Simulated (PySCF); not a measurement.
Calculated NMR parameters of C[Si](C)(C)c1nnc(F)o1

```yaml
Formula: C5H9FN2OSi
SMILES: C[Si](C)(C)c1nnc(F)o1
Point_group_of_the_computed_structure: C1
Degrees_of_unsaturation: 3
Carbon_signals: 3
Proton_signals: 1
```

Molfile (atoms numbered from 1):
```
C5H9FN2OSi
     RDKit          3D

 19 19  0  0  0  0  0  0  0  0999 V2000
   -1.5782   -1.6413   -0.0784 C   0  0  0  0  0  0  0  0  0  0  0  0
   -0.6563    0.0057    0.1137 Si  0  0  0  0  0  4  0  0  0  0  0  0
   -1.2082    1.3246   -1.1463 C   0  0  0  0  0  0  0  0  0  0  0  0
   -0.7113    0.6903    1.8912 C   0  0  0  0  0  0  0  0  0  0  0  0
    1.1712   -0.3461   -0.2646 C   0  0  0  0  0  0  0  0  0  0  0  0
    1.7274   -1.4660   -0.5861 N   0  0  0  0  0  0  0  0  0  0  0  0
    3.0495   -1.2462   -0.7692 N   0  0  0  0  0  0  0  0  0  0  0  0
    3.2152    0.0056   -0.5461 C   0  0  0  0  0  0  0  0  0  0  0  0
    4.3300    0.6854   -0.6023 F   0  0  0  0  0  0  0  0  0  0  0  0
    2.0941    0.6573   -0.2216 O   0  0  0  0  0  0  0  0  0  0  0  0
   -1.2439   -2.3664    0.6569 H   0  0  0  0  0  0  0  0  0  0  0  0
   -2.6488   -1.5107    0.0454 H   0  0  0  0  0  0  0  0  0  0  0  0
   -1.4049   -2.0752   -1.0582 H   0  0  0  0  0  0  0  0  0  0  0  0
   -1.1540    0.9486   -2.1644 H   0  0  0  0  0  0  0  0  0  0  0  0
   -0.5831    2.2117   -1.0889 H   0  0  0  0  0  0  0  0  0  0  0  0
   -2.2332    1.6353   -0.9674 H   0  0  0  0  0  0  0  0  0  0  0  0
   -1.7289    0.9296    2.1847 H   0  0  0  0  0  0  0  0  0  0  0  0
   -0.1211    1.5979    1.9874 H   0  0  0  0  0  0  0  0  0  0  0  0
   -0.3255   -0.0306    2.6071 H   0  0  0  0  0  0  0  0  0  0  0  0
  1  2  1  0
  2  3  1  0
  2  4  1  0
  2  5  1  0
  5  6  2  0
  6  7  1  0
  7  8  2  0
  8  9  1  0
  8 10  1  0
 10  5  1  0
  1 11  1  0
  1 12  1  0
  1 13  1  0
  3 14  1  0
  3 15  1  0
  3 16  1  0
  4 17  1  0
  4 18  1  0
  4 19  1  0
M  END
```

PySCF 2.14 calculation with GFN2-xTB geometry and PBE0/pcSseg-1 with gauge-including orbitals; one averaged value for each set of equivalent atoms, in vacuum, one computed conformer, non-relativistic.

Scale: $^{1}$H and $^{13}$C and $^{29}$Si vs TMS; $^{19}$F vs CFCl3; NH3 for $^{15}$N; $^{17}$O vs H2O (reference shieldings calculated alike).

| carbon | δC, type | δH (multiplicity) | HMBC from (2–3 bonds) | span of the C tensor (ppm) |
| --- | --- | --- | --- | --- |
| C1/C3/C4 | -1.6, CH3 | 0.42 (s) | H11/H12/H13/H14/H15/H16/H17/H18/H19 | 8 |
| C5 | 172.8, C | – | H11/H12/H13/H14/H15/H16/H17/H18/H19 | 165 |
| C8 | 177.6, C | – | – | 138 |

Other nuclei:
```
atoms    nucleus                         environment  δ (ppm)  σ (ppm)
   F9   $^{19}$F                       aryl fluorine   -125.0    295.9
  Si2  $^{29}$Si               silicon bonded to 4 C     -8.4    357.6
   N6   $^{15}$N  pyridine-type nitrogen of an azole    368.3   -100.6
   N7   $^{15}$N  pyridine-type nitrogen of an azole    297.6    -29.9
  O10   $^{17}$O                aromatic ring oxygen    318.2     17.9
```

Carbon types of the structure: 2 × C, 3 × CH3, which accounts for all hydrogens. δC 177.6: aromatic carbon bearing fluorine; σ withdrawal by the attached heteroatom moves it downfield of the ring CH carbons. δC 172.8: substituted aromatic carbon next to the ring oxygen. δC -1.6: methyl carbon bonded to Si; an electropositive neighbour leaves it electron-rich and shielded. δH 0.42: hydrogen on a methyl carbon bonded to Si; an electropositive neighbour shields it, as in TMS itself.

Splittings by $^{19}$F in the carbon and heteronuclear signals aren't shown, as no couplings were computed. Shifts are as computed. Against solution values, carbons near 30 ppm lie about +3 ppm off and those near 130 ppm about +5 ppm. Of 1211 compounds with measured shifts, 218 miss one by over three times the rms of a fit or turn the order of signals round; such compounds aren't used in these exercises. Unscaled 19F shifts against computed CFCl3 carry errors that often reach 10 to 50 ppm. Unscaled 17O shifts of doubly bonded oxygen tend to come out too high, by tens of ppm or more. Experimental scales use liquid or dissolved standards, which lie at an offset from isolated NH3 (liquid NH3: subtract about 20 ppm) and H2O (liquid H2O: subtract about 36 ppm). Unscaled 15N shifts of sp2 nitrogen come out 20 to 40 ppm too high even then.
